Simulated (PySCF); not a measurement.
Compound: C7H9BN2.
SMILES: `CC#[N+][BH2-]c1ccccn1`

Torsions of this conformer, `[CH3:1][C:2]#[N+:3][BH2-:4][c:5]1[cH:6][cH:7][cH:8][cH:9][n:10]1`: N3–B4–C5–C6 1°.

The closed-shell ground state was solved at several levels (PySCF, density fitting, gas phase, non-relativistic). Isolated species at its PBE0-D3(BJ)/def2-SVP geometry (one conformer only).

```
            level  basis functions  total energy (Eh)  HOMO (eV)  LUMO (eV)  gap (eV)  dipole (D)
   PBE0/def2-SVPD              272          -405.7272      -6.28      -0.80      5.48        8.77
mPW1PW91/pcSseg-1              215          -406.3400      -6.31      -0.79      5.52        8.83
```

**Question.** What might PBE0/pcSseg-1 (215 basis functions) give for the same quantities?

**Answer.** Total energy -405.9509 Eh, HOMO -6.27 eV, LUMO -0.76 eV, gap 5.51 eV, dipole 8.81 D.

**Question.** How far do the dipole and the HOMO energy spread over the levels?

**Answer.** The dipole runs from 8.77 to 8.83 D (mean 8.81 D) and the HOMO from -6.31 to -6.27 eV.
